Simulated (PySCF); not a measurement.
Mayer bond orders and bond lengths

Species: C4H12Si3.
Numbering: `[CH2:1]=[CH:2][C@H:3]1[SiH2:4][C@@H:5]([SiH3:6])[SiH2:7]1` (hydrogens: H8, H9 on C1; H10 on C2; H11 on C3; H12, H13 on Si4; H14 on C5; H15, H16, H17 on Si6; H18, H19 on Si7)

Structure used (GFN2-xTB), in Å, numbered top down from 1:
```xyz
19
C4H12Si3 angstrom
C      3.381   -0.021   -0.191
C      2.067   -0.148   -0.282
C      1.094    0.341    0.714
Si    -0.321    1.459    0.023
C     -1.587    0.193    0.730
Si    -2.888   -0.526   -0.441
Si    -0.180   -0.963    1.352
H      3.843    0.469    0.651
H      4.050   -0.397   -0.948
H      1.638   -0.647   -1.143
H      1.637    0.821    1.530
H     -0.373    2.795    0.624
H     -0.308    1.586   -1.435
H     -2.125    0.626    1.575
H     -3.671   -1.555    0.253
H     -2.245   -1.128   -1.613
H     -3.797    0.535   -0.890
H     -0.084   -2.256    0.673
H     -0.140   -1.174    2.802
```

Bond orders from the PBE0/pcSseg-1 density (PySCF). Isolated species at its GFN2-xTB geometry (one conformer only).

Question: How far do the computed orders between heavy atoms stray from the drawn ones?

Answer: The largest departure is 0.153, at C3–Si4 (drawn single, 0.847) and Si7–C3 (drawn single, 0.847). Drawn single, order below 0.88: C3–Si4 (0.847), Si4–C5 (0.866), C5–Si7 (0.866) and Si7–C3 (0.847).

Question: Set the Mayer orders of the bonds beside their lengths.

Answer: 
```tsv
bond	drawn as	length (Å)	Mayer order
C1–C2	double	1.324	1.973
C2–C3	single	1.475	1.026
C3–Si4	single	1.931	0.847
Si4–C5	single	1.924	0.866
C5–Si6	single	1.893	0.898
C5–Si7	single	1.924	0.866
Si7–C3	single	1.931	0.847
C1–H8	single	1.079	0.957
C1–H9	single	1.077	0.949
C2–H10	single	1.084	0.953
C3–H11	single	1.092	0.931
Si4–H12	single	1.466	0.955
Si4–H13	single	1.463	0.950
C5–H14	single	1.092	0.913
Si6–H15	single	1.467	0.945
Si6–H16	single	1.466	0.945
Si6–H17	single	1.467	0.945
Si7–H18	single	1.463	0.950
Si7–H19	single	1.466	0.955
```

Bonds between the same two heavy elements. C–C: lowest C2–C3 (1.026, 1.475 Å), highest C1–C2 (1.973, 1.324 Å). C–Si: lowest C3–Si4 and Si7–C3 (0.847, 1.931 Å), highest C5–Si6 (0.898, 1.893 Å). Bonds named together lie within 0.004.

Question: Sum the orders of all bonds at each heavy atom with more than one neighbour and set the sums beside the valence in the SMILES.

Answer: C1 3.879 (drawn 4), C2 3.952 (drawn 4), C3 3.651 (drawn 4), Si4 3.618 (drawn 4), C5 3.543 (drawn 4), Si6 3.733 (drawn 4), Si7 3.618 (drawn 4). Orders between atoms that aren't bonded are not in these sums.

The Mayer order sums products of elements of PS (density times overlap matrix) between the two atoms' basis functions, so it depends on the basis set.

These values come from a run that also computed NMR shieldings. The run took 1.7 min wall on one thread of an Intel Xeon at 2.50 GHz, on a shared host, and the process peaked at 0.84 GiB of memory.
